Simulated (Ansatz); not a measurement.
Breaking the Ga1–H2 bond in FGaH2 (SMILES [F][GaH2]) (multiplicity 1 held, fragments rigid). Energies count from the point at 1.556 Å.
Geometry at that point (charge 0, multiplicity 1):
```json
[
 {"atom": "Ga", "x (Å)": "-0.1531", "y (Å)": "-0.2983", "z (Å)": "0.0991"},
 {"atom": "H", "x (Å)": "0.6238", "y (Å)": "-1.0578", "z (Å)": "1.2132"},
 {"atom": "H", "x (Å)": "-1.4763", "y (Å)": "-0.6025", "z (Å)": "-0.6615"},
 {"atom": "F", "x (Å)": "0.6222", "y (Å)": "1.2119", "z (Å)": "-0.4027"}
]
```

U- levels take the lowest unrestricted solution at each point, which mixes spins at long bonds. Active spaces are followed from a long bond inwards. Curves can end on different states.

Cores are frozen in the correlated methods. Filled d and f shells under p-block atoms count as core.

The values were computed with Ansatz (a program for electronic structure) with Gaussian orbitals. Values without a source in brackets are computed.

Problem. What is the computed energy at R = 4.980 Å (U-CCSD/cc-pVDZ)?

Solution. 335 kJ/mol

Doubts at one or more of the structures used: a spin-contaminated determinant (U-CCSD/cc-pVDZ).
